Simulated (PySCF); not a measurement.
# How the functional moves excitation energies

Compound: CH₈AsGa.
Cartesian coordinates in Å at the PBE0-D3(BJ)/def2-SVP level; atoms count from 1:
```
atom  x, y, z in Å
C1    -1.7888    0.5119    0.0828
Ga2   -0.5778   -0.9696   -0.4417
As3    1.7811    0.1268    0.1818
H4    -2.8306    0.2093   -0.1151
H5    -1.6003    1.4262   -0.5008
H6    -1.7164    0.7558    1.1537
H7    -0.2232   -1.1754   -1.9698
H8    -0.3931   -2.2034    0.5325
H9     2.1013    0.5357    1.6032
H10    3.0511   -0.6556   -0.0674
H11    2.2355    1.4131   -0.4748
```

Linear-response calculations in the def2-SVPD basis (PySCF; singlets by full response, triplets Tamm–Dancoff, core orbitals frozen in the response; HF means time-dependent Hartree–Fock). 'Strongest' is the level of largest summed f among the singlets computed (10 roots, of which the last may lack a degenerate partner); it can jump between rows when another state enters that window. S1 is the lowest singlet of each run and needn't be the same state throughout; f(S1) is that of one state. Isolated species at its PBE0-D3(BJ)/def2-SVP geometry, gas phase. The LDA/def2-SVPD calculation is non-relativistic and has no spin–orbit coupling, an omission that weighs most on arsenic and gallium.

```tsv
functional	kind	S1 (eV)	f(S1)	strongest (eV)	T1 (eV)	HOMO (eV)	gap (eV)	ionisation energy, ΔSCF (eV)
LDA	LDA	5.18	0.004	6.54	5.05	-6.44	5.11	9.41
PBE	GGA	5.24	0.003	6.61	5.10	-6.33	5.19	9.55
B3LYP	global hybrid, 20% exact exchange	5.82	0.006	6.96	5.63	-7.32	6.67	9.53
PBE0	global hybrid, 25% exact exchange	6.06	0.010	7.15	5.80	-7.52	7.16	9.50
BHandHLYP	global hybrid, 50% exact exchange	6.63	0.019	7.34	6.28	-8.64	8.92	9.55
CAM-B3LYP	range-separated hybrid	6.39	0.016	7.41	6.08	-8.87	9.27	9.66
LC-wPBE	range-separated hybrid	6.92	0.007	7.71	6.33	-10.23	11.74	9.77
HF	Hartree–Fock	7.55	0.072	8.17	6.37	-10.42	12.25	not settled
```

Q: What does wB97X-D (range-separated hybrid) give?

A: S1 (eV) 6.49, f(S1) 0.021, strongest (eV) 7.42, T1 (eV) 6.23, HOMO (eV) -9.37, gap (eV) 10.64, ionisation energy, ΔSCF (eV) 9.60. S1 runs from 5.18 eV (LDA) to 7.55 eV (HF), a spread of 2.37 eV, while the orbital gap spreads over 7.1 eV. Along PBE (0%), B3LYP (20%), PBE0 (25%), BHandHLYP (50%), HF (100%) S1 rises with the share of exact exchange. −ε(HOMO) comes closest to its own ΔSCF ionisation energy with wB97X-D (-0.23 eV) and misses most with PBE (-3.22 eV). 'Not settled' means that the ion's SCF failed to converge or may have ended in another state than the lowest.

Without π bonds the low states are Rydberg-like; a valence basis with one diffuse set may place them up to an eV too high.
